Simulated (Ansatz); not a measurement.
Wavefunction ladder for `B[Te][SiH2]N`

```xyz
10

B     2.0813    0.1972   -0.6448
Te    0.7182   -1.0407   -1.6569
Si   -1.2884   -0.5815   -0.1681
N    -1.0443    0.5332    1.1062
H     1.7446    0.8186    0.3144
H     3.1903    0.2420   -1.0784
H    -2.3541   -0.0572   -1.0560
H    -1.6841   -1.8849    0.4182
H    -0.9051    1.5068    0.8832
H    -0.4583    0.2664    1.8823
```

Total charge 0; spin multiplicity 1. Correlated methods include outer-core shells of Te, which these sets cover unevenly. Te takes the def2 core potential. Geometry: relaxed with PBE0-D4/def2-TZVP. It is one conformer, not always the lowest. Frozen core, restricted reference, the Gaussian-basis code of Ansatz.

```csv
basis,HF (Eh),MP2 corr.,CCSD corr.,(T),CCSD(T) total
def2-SVP,-638.43940,-0.47750,-0.52871,-0.01604,-638.98415
def2-TZVPP,-638.65299,-0.91245,-0.92500,-0.03062,-639.60861
def2-QZVPP,-638.66785,-1.10391,–,–,–
```
